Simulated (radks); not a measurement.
Question: The tungsten ion W2+, configuration [Xe] 4f14 5d4. All-electron calculation, Dirac Kohn-Sham, BLYP, spin-unpolarised, spherical densities, finite nucleus; open shells fill j = l - 1/2 first; Fermi nuclear charge, rms radius 5.3658 fm. Program: a radial shooting solver on a logarithmic mesh with Libxc functionals.

Spin-orbit splittings of the eigenvalues, e(l+1/2) - e(l-1/2), with zeta = 2 splitting/(2l+1) and mean radii in bohr:

| shell | occ. | splitting (eV) | zeta (eV) | <r> j=l-1/2 | <r> j=l+1/2 |
|---|---|---|---|---|---|
| 2p | 6 | 1353 | 902.1 | 0.06365 | 0.07160 |
| 3p | 6 | 292.6 | 195.0 | 0.1905 | 0.2053 |
| 3d | 10 | 63.63 | 25.45 | 0.1797 | 0.1842 |
| 4p | 6 | 67.85 | 45.23 | 0.4546 | 0.4879 |
| 4d | 10 | ? | ? | 0.5048 | 0.5162 |
| 4f | 14 | 2.238 | 0.6394 | 0.6032 | 0.6129 |
| 5p | 6 | 9.820 | 6.547 | 1.178 | 1.282 |
| 5d | 4 | 0.8155 | 0.3262 | 1.866 | 1.927 |

Estimate the 4d splitting.

Answer: 12.50 eV (zeta = 5.000 eV).
